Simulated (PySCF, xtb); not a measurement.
Si(F)(Me)2(SeH) (C₂H₇FSeSi), SMILES C[Si](C)(F)[SeH]. The values are those of a single conformer.

Harmonic wavenumbers (cm⁻¹) from GFN2-xTB run with xtb 6.7.1 at its own minimum, in rising order: 74, 81, 89, 127, 132, 173, 178, 215, 349, 596, 675, 760, 784, 794, 829, 844, 867, 1367, 1369, 1464, 1466, 1468, 1469, 2077, 3036, 3040, 3047, 3048, 3050, 3050.

Problem. What does PBE-D3(BJ)/def2-SVP (PySCF 2.14.0) give at its own minimum? (The exact figures need the calculation; the answer reports its results.)

Solution. 62, 142, 147, 155, 167, 202, 208, 259, 383, 605, 656, 668, 711, 764, 779, 821, 894, 1216, 1220, 1369, 1371, 1378, 1385, 2352, 2974, 2976, 3071, 3073, 3090, 3090. Paired by order, the mean absolute difference is 62 cm⁻¹ and the zero-point energies are 52.2 and 51.7 kcal/mol.
